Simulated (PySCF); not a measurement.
Simulation results for H6NSi2, H8N2Si2, F2H3NSi, H6N2OSi and others

All values are calculated (PySCF 2.14.0). Calculation on a computer-drawn molecule: the log of a Hartree-Fock and frozen-core CCSD(T) single point meant for a local Hartree-Fock minimum, with one planted fault or none, to be diagnosed. Offsets are logged minus clean, where the clean run is the same molecule without the fault. The reference is restricted for singlets and unrestricted otherwise, and also for a bond in bohr or an excited solution. Adding or removing an electron swaps singlet and doublet. The excited solution moves the top pair (singlet) or top alpha electron (doublet) to the lowest empty orbital. Highest occupied and lowest empty are orbital energies over both spins, largest force is the largest gradient component, triples share is (T) over the correlation energy, the T1 limit is 0.02 restricted and 0.045 unrestricted, electrons count all cores, a negative frequency is imaginary (commonest isotopes), and the dipole is about the centre of nuclear charge.

Common to all runs: meant charge 0; meant basis cc-pV(D+d)Z; logged SCF converged yes; possible faults no fault, one electron removed, one electron added, multiplicity raised by two, geometry at a saddle point, SCF held on an excited solution, minimal basis STO-3G, one bond length entered in bohr, all coordinates scaled.

(1) 
```xyz
9
formula=H6NSi2 meant_multiplicity=2 logged_electrons=41 logged_basis_functions=90 logged_spin_squared=0.7589 logged_highest_occupied=-8.5085 logged_lowest_empty=1.2492 logged_largest_force=2.422e-05 logged_lowest_frequency=110.43 logged_T1_diagnostic=0.013006 logged_D1_diagnostic=0.036178 logged_triples_share=0.024783 logged_CC_converged=yes logged_dipole_magnitude=1.358 logged_SCF_stable_within_its_kind=yes logged_energy_HF=-635.79934 logged_energy_CCSD(T)=-636.22031 planted_fault=no_fault HF_energy_offset_from_clean_run=0 CCSD(T)_energy_offset_from_clean_run=0
N     -0.2695     0.7215    -1.1583
Si    -0.8273     0.0712     0.3434
Si    -2.7531    -1.2947     0.1619
H      0.0020     0.0899    -1.8895
H     -0.7691     1.4976    -1.5525
H      0.2423    -0.7670     0.9330
H     -1.0997     1.2213     1.2380
H     -3.1636    -1.9624     1.4237
H     -3.9318    -0.6091    -0.4304
```

Units: logged_highest_occupied, logged_lowest_empty in eV; logged_largest_force in hartree/bohr; logged_lowest_frequency in cm⁻¹; logged_dipole_magnitude in debye; logged_energy_HF, logged_energy_CCSD(T) in hartree; HF_energy_offset_from_clean_run, CCSD(T)_energy_offset_from_clean_run in kcal/mol.

Drawn bonds:
| atom | other atom | order |
| --- | --- | --- |
| 1 | 2 | 1 |
| 2 | 3 | 1 |
| 1 | 4 | 1 |
| 1 | 5 | 1 |
| 2 | 6 | 1 |
| 2 | 7 | 1 |
| 3 | 8 | 1 |
| 3 | 9 | 1 |

(2) 
```xyz
9
formula=H6NSi2 meant_multiplicity=2 logged_electrons=41 logged_basis_functions=29 logged_spin_squared=0.7544 logged_highest_occupied=-5.7746 logged_lowest_empty=6.64 logged_largest_force=0.03294 logged_T1_diagnostic=0.0071212 logged_D1_diagnostic=0.028084 logged_triples_share=0.010153 logged_CC_converged=yes logged_dipole_magnitude=1.1319 logged_SCF_stable_within_its_kind=yes logged_energy_HF=-628.39303 logged_energy_CCSD(T)=-628.5486 planted_fault=minimal_basis_STO-3G HF_energy_offset_from_clean_run=4648 CCSD(T)_energy_offset_from_clean_run=4814
N     -0.2695     0.7215    -1.1583
Si    -0.8273     0.0712     0.3434
Si    -2.7531    -1.2947     0.1619
H      0.0020     0.0899    -1.8895
H     -0.7691     1.4976    -1.5525
H      0.2423    -0.7670     0.9330
H     -1.0997     1.2213     1.2380
H     -3.1636    -1.9624     1.4237
H     -3.9318    -0.6091    -0.4304
```

Units: logged_highest_occupied, logged_lowest_empty in eV; logged_largest_force in hartree/bohr; logged_dipole_magnitude in debye; logged_energy_HF, logged_energy_CCSD(T) in hartree; HF_energy_offset_from_clean_run, CCSD(T)_energy_offset_from_clean_run in kcal/mol.

Drawn bonds:
| atom | other atom | order |
| --- | --- | --- |
| 1 | 2 | 1 |
| 2 | 3 | 1 |
| 1 | 4 | 1 |
| 1 | 5 | 1 |
| 2 | 6 | 1 |
| 2 | 7 | 1 |
| 3 | 8 | 1 |
| 3 | 9 | 1 |

(3) 
```xyz
12
formula=H8N2Si2 meant_multiplicity=1 logged_electrons=50 logged_basis_functions=114 logged_spin_squared=0.8047 logged_highest_occupied=-8.2172 logged_lowest_empty=1.8363 logged_largest_force=0.011593 logged_T1_diagnostic=0.042344 logged_D1_diagnostic=0.22212 logged_triples_share=0.029877 logged_CC_converged=yes logged_dipole_magnitude=1.544 logged_SCF_stable_within_its_kind=yes logged_energy_HF=-691.36751 logged_energy_CCSD(T)=-691.98079 planted_fault=one_bond_length_entered_in_bohr,row_8_of_the_drawn_bonds HF_energy_offset_from_clean_run=68.94 CCSD(T)_energy_offset_from_clean_run=73.97
N     -1.5801     1.3902     3.1429
Si    -0.5121     0.2457     2.3974
Si    -0.8668     0.2228     0.0552
N      0.0382    -0.9761    -0.8137
H     -1.4695     1.5808     4.1227
H     -2.5583     1.3413     2.9236
H     -0.6434    -1.1514     2.9120
H      0.8775     0.6628     2.7176
H     -3.5965    -0.2347    -0.4227
H     -0.5001     1.5441    -0.5094
H     -0.1217    -1.9434    -0.5978
H      1.0231    -0.8220    -0.9326
```

Units: logged_highest_occupied, logged_lowest_empty in eV; logged_largest_force in hartree/bohr; logged_dipole_magnitude in debye; logged_energy_HF, logged_energy_CCSD(T) in hartree; HF_energy_offset_from_clean_run, CCSD(T)_energy_offset_from_clean_run in kcal/mol.

Drawn bonds:
| atom | other atom | order |
| --- | --- | --- |
| 1 | 2 | 1 |
| 2 | 3 | 1 |
| 3 | 4 | 1 |
| 1 | 5 | 1 |
| 1 | 6 | 1 |
| 2 | 7 | 1 |
| 2 | 8 | 1 |
| 3 | 9 | 1 |
| 3 | 10 | 1 |
| 4 | 11 | 1 |
| 4 | 12 | 1 |

(4) 
```xyz
7
formula=F2H3NSi meant_multiplicity=1 logged_electrons=42 logged_basis_functions=80 logged_spin_squared=0 logged_highest_occupied=-3.4801 logged_lowest_empty=-6.1798 logged_largest_force=0.17655 logged_CC_converged=no logged_dipole_magnitude=2.324 logged_SCF_stable_within_its_kind=no logged_energy_HF=-543.46237 planted_fault=SCF_held_on_an_excited_solution HF_energy_offset_from_clean_run=453.7
N      0.1240    -0.6556    -1.3388
Si    -0.5862    -0.1883     0.1118
F     -0.4686     1.4024     0.2314
F     -2.1622    -0.4762     0.2033
H      0.3396    -1.6179    -1.5167
H     -0.0553    -0.1562    -2.1896
H      0.0330    -0.8469     1.2555
```

Units: logged_highest_occupied, logged_lowest_empty in eV; logged_largest_force in hartree/bohr; logged_dipole_magnitude in debye; logged_energy_HF in hartree; HF_energy_offset_from_clean_run in kcal/mol.

Drawn bonds:
| atom | other atom | order |
| --- | --- | --- |
| 1 | 2 | 1 |
| 2 | 3 | 1 |
| 2 | 4 | 1 |
| 1 | 5 | 1 |
| 1 | 6 | 1 |
| 2 | 7 | 1 |

Notes: CCSD not converged.

(5) 
```xyz
10
formula=H6N2OSi meant_multiplicity=1 logged_electrons=42 logged_basis_functions=95 logged_spin_squared=0 logged_highest_occupied=-1.4686 logged_lowest_empty=-5.5453 logged_largest_force=0.059996 logged_CC_converged=no logged_dipole_magnitude=0.72799 logged_SCF_stable_within_its_kind=no logged_energy_HF=-475.57598 planted_fault=SCF_held_on_an_excited_solution HF_energy_offset_from_clean_run=465
N     -1.7429    -1.2535     1.1148
Si    -0.7055    -1.0427    -0.2342
N     -0.1742     0.5794    -0.1508
O     -1.5592    -1.5097    -1.5682
H     -1.4292    -0.9444     2.0158
H     -2.2542    -2.1121     1.2014
H      0.5074    -1.8751    -0.3144
H     -0.8339     1.3247    -0.0284
H      0.5947     0.8773    -0.7210
H     -2.4167    -1.1321    -1.6946
```

Units: logged_highest_occupied, logged_lowest_empty in eV; logged_largest_force in hartree/bohr; logged_dipole_magnitude in debye; logged_energy_HF in hartree; HF_energy_offset_from_clean_run in kcal/mol.

Drawn bonds:
| atom | other atom | order |
| --- | --- | --- |
| 1 | 2 | 1 |
| 2 | 3 | 1 |
| 2 | 4 | 1 |
| 1 | 5 | 1 |
| 1 | 6 | 1 |
| 2 | 7 | 1 |
| 3 | 8 | 1 |
| 3 | 9 | 1 |
| 4 | 10 | 1 |

Notes: CCSD not converged.

(6) 
```xyz
10
formula=H6N2OSi meant_multiplicity=1 logged_electrons=42 logged_basis_functions=95 logged_spin_squared=0.8115 logged_highest_occupied=-11.034 logged_lowest_empty=2.5189 logged_largest_force=0.02688 logged_T1_diagnostic=0.054708 logged_D1_diagnostic=0.32227 logged_triples_share=0.030091 logged_CC_converged=yes logged_dipole_magnitude=1.7356 logged_SCF_stable_within_its_kind=yes logged_energy_HF=-476.18145 logged_energy_CCSD(T)=-476.85064 planted_fault=one_bond_length_entered_in_bohr,row_9_of_the_drawn_bonds HF_energy_offset_from_clean_run=85.09 CCSD(T)_energy_offset_from_clean_run=92.3
N     -1.7429    -1.2535     1.1148
Si    -0.7055    -1.0427    -0.2342
N     -0.1742     0.5794    -0.1508
O     -1.5592    -1.5097    -1.5682
H     -1.4292    -0.9444     2.0158
H     -2.2542    -2.1121     1.2014
H      0.5074    -1.8751    -0.3144
H     -0.8339     1.3247    -0.0284
H      0.5947     0.8773    -0.7210
H     -3.1797    -0.7961    -1.8071
```

Units: logged_highest_occupied, logged_lowest_empty in eV; logged_largest_force in hartree/bohr; logged_dipole_magnitude in debye; logged_energy_HF, logged_energy_CCSD(T) in hartree; HF_energy_offset_from_clean_run, CCSD(T)_energy_offset_from_clean_run in kcal/mol.

Drawn bonds:
| atom | other atom | order |
| --- | --- | --- |
| 1 | 2 | 1 |
| 2 | 3 | 1 |
| 2 | 4 | 1 |
| 1 | 5 | 1 |
| 1 | 6 | 1 |
| 2 | 7 | 1 |
| 3 | 8 | 1 |
| 3 | 9 | 1 |
| 4 | 10 | 1 |

Notes: T1 above single-reference limit.

(7) 
```xyz
8
formula=ClH4NOSi meant_multiplicity=1 logged_electrons=50 logged_basis_functions=94 logged_spin_squared=0.8021 logged_highest_occupied=-9.3328 logged_lowest_empty=2.1719 logged_largest_force=0.01053 logged_T1_diagnostic=0.044178 logged_D1_diagnostic=0.23951 logged_triples_share=0.028506 logged_CC_converged=yes logged_dipole_magnitude=1.2165 logged_SCF_stable_within_its_kind=yes logged_energy_HF=-880.10959 logged_energy_CCSD(T)=-880.74488 planted_fault=one_bond_length_entered_in_bohr,row_6_of_the_drawn_bonds HF_energy_offset_from_clean_run=75.63 CCSD(T)_energy_offset_from_clean_run=79.66
N      1.0049    -1.1477    -1.5708
Si    -0.6443    -1.5039    -1.5467
O     -1.0458    -2.0782    -3.0211
Cl    -1.1983    -2.9813    -0.1741
H      1.6633    -1.8055    -1.9436
H      1.4135    -0.5905    -0.8453
H     -2.0601     0.7432    -0.7679
H     -1.7583    -2.6954    -3.0931
```

Units: logged_highest_occupied, logged_lowest_empty in eV; logged_largest_force in hartree/bohr; logged_dipole_magnitude in debye; logged_energy_HF, logged_energy_CCSD(T) in hartree; HF_energy_offset_from_clean_run, CCSD(T)_energy_offset_from_clean_run in kcal/mol.

Drawn bonds:
| atom | other atom | order |
| --- | --- | --- |
| 1 | 2 | 1 |
| 2 | 3 | 1 |
| 2 | 4 | 1 |
| 1 | 5 | 1 |
| 1 | 6 | 1 |
| 2 | 7 | 1 |
| 3 | 8 | 1 |

(8) 
```xyz
13
formula=H9NSi3 meant_multiplicity=1 logged_electrons=58 logged_basis_functions=128 logged_spin_squared=0 logged_highest_occupied=-9.5295 logged_lowest_empty=3.0221 logged_largest_force=2.885e-05 logged_lowest_frequency=88.174 logged_T1_diagnostic=0.012702 logged_D1_diagnostic=0.03109 logged_triples_share=0.025809 logged_CC_converged=yes logged_dipole_magnitude=1.371 logged_SCF_stable_within_its_kind=yes logged_energy_HF=-926.51428 logged_energy_CCSD(T)=-927.08535 planted_fault=no_fault HF_energy_offset_from_clean_run=0 CCSD(T)_energy_offset_from_clean_run=0
N     -0.8752     0.0504    -3.9603
Si    -1.6120     0.6127    -2.4882
Si    -3.7867    -0.3148    -2.3520
Si    -0.3713     0.1409    -0.5155
H     -0.0092     0.4712    -4.2465
H     -0.8297    -0.9397    -4.1206
H     -1.7237     2.0907    -2.5887
H     -4.6379     0.1657    -3.4672
H     -4.4272     0.0577    -1.0661
H     -3.7138    -1.7971    -2.4223
H     -1.0322     0.7133     0.6848
H      0.9999     0.7068    -0.6102
H     -0.2445    -1.3270    -0.3186
```

Units: logged_highest_occupied, logged_lowest_empty in eV; logged_largest_force in hartree/bohr; logged_lowest_frequency in cm⁻¹; logged_dipole_magnitude in debye; logged_energy_HF, logged_energy_CCSD(T) in hartree; HF_energy_offset_from_clean_run, CCSD(T)_energy_offset_from_clean_run in kcal/mol.

Drawn bonds:
| atom | other atom | order |
| --- | --- | --- |
| 1 | 2 | 1 |
| 2 | 3 | 1 |
| 2 | 4 | 1 |
| 1 | 5 | 1 |
| 1 | 6 | 1 |
| 2 | 7 | 1 |
| 3 | 8 | 1 |
| 3 | 9 | 1 |
| 3 | 10 | 1 |
| 4 | 11 | 1 |
| 4 | 12 | 1 |
| 4 | 13 | 1 |
